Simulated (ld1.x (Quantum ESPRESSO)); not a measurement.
## ytterbium (Yb), PAW: configuration errors across variants

```
Element                 : ytterbium (Yb)
Generator               : ld1.x (Quantum ESPRESSO) 7.5
Type                    : PAW
Functional              : PBE
Relativity              : scalar-relativistic
Frozen core             : [Kr] 4d10
Valence charge          : 24
Reference configuration : 4f14 5s2 5p6 5d0 6s1.5 6p0 (charge +0.5)
Partial waves           : 5s (bound): rcut 1.55, rcutus 1.85 bohr; 6s (bound): rcut 1.55, rcutus 1.85 bohr; 5p (bound): rcut 2.65, rcutus 3.20 bohr; 6p (bound, empty): rcut 2.65, rcutus 3.20 bohr; 5d (bound, empty): rcut 2.65, rcutus 3.50 bohr; 5d channel at 1.8 Ry: rcut 2.65, rcutus 3.50 bohr; 4f (bound): rcut 1.00, rcutus 1.30 bohr; 4f channel at 0.9 Ry: rcut 1.00, rcutus 1.30 bohr
Local potential         : all-electron potential smoothed inside 1.40 bohr (lloc = -1)
Core correction         : a·sin(br)/r model core inside 1.00 bohr
Augmentation charge     : PSQ, inside the norm-conserving radii
```

All-electron excitation energies from the reference (eV): (1) 4f14 5s2 5p6 5d0 6s2 6p0 -2.596; (2) 4f14 5s2 5p6 5d0 6s1 6p0 3.936; (3) 4f14 5s2 5p6 5d0 6s0 6p0 16.181; (4) 4f14 5s2 5p6 5d0 6s0 6p2 3.446; (5) 4f14 5s2 5p6 5d0.5 6s1.5 6p0 -0.968; (6) 4f13 5s2 5p6 5d0 6s0 6p0 42.767; (7) 4f14 5s2 5p6 5d0 6s0 6p1 7.724.

The overlap operator is not positive definite (basis up to 400 Ry) in “local potential all-electron potential smoothed inside 2.10 bohr (lloc = -1)”, “waves 5p (bound): rcut 2.65, rcutus 2.86 bohr; 6p (bound): rcut 2.65, rcutus 2.86 bohr”. Such files are unfit for use, however small their errors in these radial tests.

1 further variants failed, have other tests or too few solved ones, and are left out.

Errors AE − PS in meV (a dash: test not solved or not reliable):

```tsv
change	(1)	(2)	(3)	(4)	(5)	(6)	(7)	bound ghosts
base	+1.9	-1.9	-6.5	-0.3	+1.0	-0.9	-1.0	none
waves 5s (bound): rcut 1.44, rcutus 1.52 bohr; 6s (bound): rcut 1.44, rcutus 1.52 bohr	+1.9	-2.0	-6.9	0.0	+1.0	-83	-0.8	none
local potential all-electron potential smoothed inside 2.10 bohr (lloc = -1)	+1.8	-2.1	-7.7	-0.9	+0.8	-110	-2.0	not determined (overlap not positive)
wave 4f channel at 0.9 Ry: rcut 1.00, rcutus 1.30 bohr becomes 4f channel at 1.86 Ry: rcut 1.00, rcutus 1.30 bohr	+1.8	-2.0	-7.3	-0.6	+0.8	-116	-1.5	none
waves 5d (bound): rcut 2.12, rcutus 2.24 bohr; 5d channel at 1.8 Ry: rcut 2.12, rcutus 2.24 bohr	+1.9	-1.8	-6.5	-0.2	+0.6	-0.9	-1.0	none
waves 4f (bound): rcut 1.00, rcutus 1.38 bohr; 4f channel at 0.9 Ry: rcut 1.00, rcutus 1.38 bohr	+1.8	-2.0	-7.3	-0.8	+0.8	-128	-1.7	none
waves 5p (bound): rcut 2.65, rcutus 2.86 bohr; 6p (bound): rcut 2.65, rcutus 2.86 bohr	+1.9	-2.1	-15	+18	-0.5	–	–	not determined (overlap not positive)
```

(1) Give the same row for: core correction a·sin(br)/r model core inside 1.34 bohr.

Results:

(1) +1.9, -1.9, -6.5, -0.3, +1.0, -2.4, -1.0; bound ghosts: none.
